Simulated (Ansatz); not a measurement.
`[NH2][Sc]([O][SiH3])[O][SiH3]` and `[SiH3][O][Sc]([Cl])[O][SiH3]` differ in one atom or group.

Ansatz, PBE0-D4/def2-TZVP geometries, multiplicity 1. Each molecule was computed in one conformer, which needn't be the lowest.

Scalar relativity is left out up to krypton.

```json
{"property": "HOMO–LUMO gap (PBE0/def2-TZVPP) / eV", "`[NH2][Sc]([O][SiH3])[O][SiH3]`": "5.56"}
{"property": "LUMO energy (ωB97M-V/def2-TZVPP) / eV", "`[NH2][Sc]([O][SiH3])[O][SiH3]`": "-0.34"}
{"property": "HOMO energy (PBE/def2-TZVPP) / eV", "`[NH2][Sc]([O][SiH3])[O][SiH3]`": "-6.05"}
{"property": "HOMO–LUMO gap (ωB97M-V/def2-TZVPP) / eV", "`[NH2][Sc]([O][SiH3])[O][SiH3]`": "9.41"}
{"property": "size of the dipole moment (PBE/def2-TZVPP) / D", "`[NH2][Sc]([O][SiH3])[O][SiH3]`": "1.66"}
{"property": "HOMO–LUMO gap (B3LYP/def2-TZVPP) / eV", "`[NH2][Sc]([O][SiH3])[O][SiH3]`": "4.97"}
```

**Question.** Give the same properties after the change, and the shifts. (Estimate.)

**Answer.** Computed: 
```csv
property,`[SiH3][O][Sc]([Cl])[O][SiH3]`,shift
HOMO–LUMO gap (PBE0/def2-TZVPP) / eV,6.23,0.67
LUMO energy (ωB97M-V/def2-TZVPP) / eV,-0.85,-0.51
HOMO energy (PBE/def2-TZVPP) / eV,-7.26,-1.21
HOMO–LUMO gap (ωB97M-V/def2-TZVPP) / eV,10.10,0.69
size of the dipole moment (PBE/def2-TZVPP) / D,1.64,-0.02
HOMO–LUMO gap (B3LYP/def2-TZVPP) / eV,5.61,0.64
```

With PBE0 the HOMO falls by 1.31 eV and the LUMO falls by 0.66 eV, so the gap widens by about 0.65 eV. PBE moves the HOMO by -1.21 eV and ωB97M-V by -1.20 eV. Dipoles are sizes alone; their direction can turn.

B3LYP here is the variant with VWN-RPA as its local correlation; programs differ in this.
